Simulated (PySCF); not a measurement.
Ag⁺ (silver, charge +1) across methods

[Kr] 4d10, closed-shell 1S. All numbers are calculated (PySCF 2.14, a scalar-relativistic core potential, in aug-cc-pwCVDZ-PP with ECP28MDF). The B2PLYP total includes its PT2 part (frozen core); its orbital energies are those of the SCF part.

| method | E (hartree) | mean ε 4s (eV) | mean ε 4p (eV) | mean ε 4d (eV) | Σ⟨r²⟩ (bohr²) | ⟨S²⟩ |
| --- | --- | --- | --- | --- | --- | --- |
| PBE0 | -146.6244 | -111.32 | -72.769 | -17.358 | 32.33 | 0.000 |
| MN15 | -146.3325 | -107.97 | -71.172 | -18.232 | 32.59 | 0.000 |
| UHF | -145.82066 | -126.63 | -84.527 | -21.975 | 31.73 | 0.000 |
| HSE06 | -146.6207 | -110.92 | -72.361 | -16.949 | 32.35 | 0.000 |
| r2SCAN | -146.6687 | -108.70 | -70.415 | -15.670 | 32.31 | 0.000 |
| r2SCAN0 | -146.6382 | -113.21 | -74.047 | -17.498 | 32.10 | 0.000 |
| LDA | -146.3439 | -106.00 | -68.657 | -15.827 | 32.87 | 0.000 |
| B2PLYP | -146.4661 | -117.19 | -77.261 | -19.120 | 32.20 | 0.000 |

(1) Estimate the same row for PBE.

Energies and moments cover only the electrons outside the core potential.

Results:

(1) E (hartree) = -146.6313; mean ε 4s (eV) = -105.93; mean ε 4p (eV) = -68.563; mean ε 4d (eV) = -15.537; Σ⟨r²⟩ (bohr²) = 32.71; ⟨S²⟩ = 0.000.
